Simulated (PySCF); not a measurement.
A calculated (LDA, PySCF 2.14, dyall-av2z, the non-relativistic Hamiltonian (point nucleus)) atom or ion has these occupied shells.

```
shell  electrons  orbital energy (eV)  rms radius, mean of both spins (bohr)
 1s α          1              -4819.9                                 0.0814
 1s β          1              -4819.9                                 0.0814
 2s α          1              -525.24                                  0.357
 2s β          1              -524.50                                  0.357
 2p α          3              -438.89                                  0.323
 2p β          3              -438.31                                  0.323
 3s α          1              -58.415                                   1.10
 3s β          1              -56.312                                   1.10
 3p α          3              -35.844                                   1.20
 3p β          3              -33.739                                   1.20
 4s α          1               -4.168                                   3.92
 3d α          3               -2.698                                   2.24
```

Q: Name the element and its charge.

A: Ti (titanium, neutral), in [Ar] 3d3 4s1, high-spin 5F determinant (an excited configuration).
